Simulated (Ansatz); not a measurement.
`F[SiH2]F` + `C#CO` → `C#CO[SiH2]F` + H–F at 400 K and 1 bar (ligand exchange at the Si–F bond).

Program: Ansatz. Geometries: PBE0-D4/def2-TZVP. ΔE: electronic, gas phase. CCSD(T)/CBS adds triple-zeta CCSD(T) − MP2 to the extrapolated MP2 energy (def2 sets, frozen cores). This one scheme is used for every species. One conformer a species, not always the lowest.

```
      species  CCSD(T)/CBS energy (Eh)  H − E (kJ/mol)  S (J/(mol·K))
   `F[SiH2]F`               -489.99391            78.4          280.0
       `C#CO`               -152.38380           102.4          264.4
`C#CO[SiH2]F`               -541.96553           143.3          360.5
          H–F               -100.39570            36.5          182.2
```

H − E and S are ideal-gas, rigid-rotor, harmonic terms from PBE0-D4/def2-TZVP, for one conformer and one mirror image of each species. 1 Eh = 2625.50 kJ/mol, R = 8.31446 J/(mol·K).

**Question.** By hand: ΔE, ΔH, ΔS and ΔG.

**Answer.** ΔE = (-541.96553) + (-100.39570) − (-489.99391) − (-152.38380) = 0.01648 Eh = 43.3 kJ/mol. Δ(H − E) = 143.3 + 36.5 − 78.4 − 102.4 = -1.0, so ΔH = 42.3 kJ/mol. ΔS = 360.5 + 182.2 − 280.0 − 264.4 = -1.7 J/(mol·K). ΔG = 42.3 − 400 × (-1.7)/1000 = 43.0 kJ/mol.

**Question.** By hand: the equilibrium constant, and the temperature at which ΔG would vanish if ΔH and ΔS stayed fixed.

**Answer.** log₁₀ K = −ΔG/(RT ln 10) = -5.6. ΔH and −TΔS have one sign here, so there is no such temperature. One of them is within its doubt of zero, so this could turn.

The number of gas molecules stays the same, so ΔS is small and ΔH decides. A doubt of 5 kJ/mol in ΔE shifts log₁₀ K by 0.7 here. Other conformers and mirror images would add mixing entropy, several J/(mol·K) or more a flexible species. Modes under 60 cm⁻¹, often nearly free rotors, make the harmonic entropy too high. These are equilibria of isolated gas molecules and say nothing of rates. Largest T1 diagnostic: 0.013 (customary marks: 0.02 for closed shells, 0.045 for open ones).
